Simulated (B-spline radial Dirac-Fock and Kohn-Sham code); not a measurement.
**Elastic and transport cross sections of beryllium for positrons**

These are calculated numbers from a B-spline atomic structure program; the model is relativistic (Dirac) partial waves in the static field of the Dirac-Fock atom, without polarisation or absorption potentials. Below a few hundred eV the neglected polarisation potential matters, most of all at small angles. σ_tr1 and σ_tr2 weight the cross section with 1 − P₁ and 1 − P₂ of cos θ; "backward" is the share scattered beyond 90°.

| energy (eV) | σ (a₀²) | σ_tr1 (a₀²) | σ_tr2 (a₀²) | σ/σ_tr1 | backward (%) |
| --- | --- | --- | --- | --- | --- |
| 201 | 5.03 | 0.485 | 1.03 | 10.4 | 1.6 |
| 280 | 3.94 | 0.310 | 0.667 | 12.7 | 1.3 |
| 343 | ? | ? | ? | ? | ? |
| 383 | 3.08 | 0.200 | 0.435 | 15.4 | 1.0 |
| 1250 | 1.12 | 0.0346 | 0.0783 | 32.4 | 0.42 |
| 1840 | 0.785 | 0.0186 | 0.0429 | 42.1 | 0.30 |
| 2470 | 0.597 | 0.0115 | 0.0268 | 52.0 | 0.23 |
| 2580 | 0.573 | 0.0107 | 0.0250 | 53.7 | 0.22 |
| 4620 | 0.330 | 0.00396 | 0.00951 | 83.2 | 0.12 |
| 5640 | 0.273 | 0.00280 | 0.00678 | 97.3 | 0.10 |
| 6800 | 0.228 | 0.00202 | 0.00493 | 113 | 0.085 |
| 13000 | 0.123 | 0.000639 | 0.00160 | 192 | 0.044 |
| 34600 | 0.0493 | 0.000110 | 0.000285 | 448 | 0.015 |
| 38000 | 0.0453 | 9.31e-05 | 0.000241 | 487 | 0.014 |
| 96900 | 0.0207 | 1.77e-05 | 4.73e-05 | 1170 | 0.0045 |
| 103000 | 0.0198 | 1.59e-05 | 4.26e-05 | 1240 | 0.0041 |

**Question.** Fill in the row for 343 eV.

**Answer.** σ = 3.36 a₀², σ_tr1 = 0.234 a₀², σ_tr2 = 0.507 a₀², σ/σ_tr1 = 14.4, backward 1.1 %. The ratio σ/σ_tr1 is roughly the number of elastic collisions that randomise the direction.
